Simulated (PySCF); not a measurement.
# What a mistake does to a calculation on ClFH3Si2 cation

These are calculations, not measurements. They come from PySCF 2.14.0, an open-source quantum chemistry program, on an isolated molecule that a program drew, which may never have been made. The molecule is ClFH3Si2 cation (charge +1, singlet), drawn as the SMILES string `F[SiH2][SiH+]Cl`.

Each row is a Hartree-Fock (HF) and frozen-core CCSD(T) single point in the cc-pV(D+d)Z basis, meant for a local HF minimum. Run 1 is clean. Each other run has one planted mistake out of seven kinds, and not every kind appears here: one electron removed, one electron added, multiplicity raised by two, geometry at a saddle point, minimal basis STO-3G, one bond length entered in bohr, all coordinates scaled. The reference is restricted for singlets and unrestricted otherwise, and also for a bond in bohr. Adding or removing an electron swaps singlet and doublet. Electrons count all cores. HOMO and LUMO are orbital energies over both spins, the gradient is its largest component, and the lowest frequency (negative if imaginary) is given only where the gradient is small. Bond lengths are over the 6 bonds as drawn. T1 is the CCSD diagnostic: over 0.02 (restricted) or 0.045 (unrestricted) a single reference is doubtful.

Geometry of the clean run:
```xyz
7
ClFH3Si2 cation, angstrom
F    -1.5395    2.0218    3.3569
Si   -0.2606    1.1948    2.8854
Si   -1.0973    0.2231    0.8286
Cl    0.0608   -0.9515   -0.2617
H     0.0355    0.0676    3.7663
H     0.8531    2.0562    2.4959
H    -2.4311    0.3983    0.2463
```

```
run,electrons,basis functions,<S^2>,HOMO (eV),LUMO (eV),gradient (hartree/bohr),lowest frequency (cm^-1),mean bond (Å),longest bond (Å),T1,HF (hartree),CCSD(T) (hartree),mistake
1,56,98,0.000,-17.20,-5.79,1.4e-05,25,1.7305,2.424,0.0152,-1138.36781,-1138.91975,no fault
2,56,98,0.000,-17.06,-5.89,3.3e-02,-,1.7997,2.521,0.0166,-1138.35728,-1138.91372,all coordinates scaled
3,56,98,2.012,-13.90,-8.81,4.5e-02,-,1.7305,2.424,0.0295,-1138.24454,-1138.79575,multiplicity raised by two
4,55,98,0.782,-24.24,-15.46,8.5e-02,-,1.7305,2.424,0.0277,-1137.76712,-1138.31841,one electron removed
5,56,35,0.000,-15.32,-2.90,3.3e-02,-,1.7305,2.424,0.0158,-1125.41840,-1125.55026,minimal basis STO-3G
6,57,98,0.774,-7.44,1.78,4.6e-02,-,1.7305,2.424,0.0132,-1138.61040,-1139.16961,?
```

**Which mistake was planted in run 6, and what did it cost?**

It counts 57 electrons, one more than the clean run, at the same geometry and basis. So the mistake is: one electron added. Subtracting run 1 and multiplying by 627.51 kcal/mol a hartree, the energy moved by -152.2 kcal/mol in HF and -156.8 kcal/mol in CCSD(T).

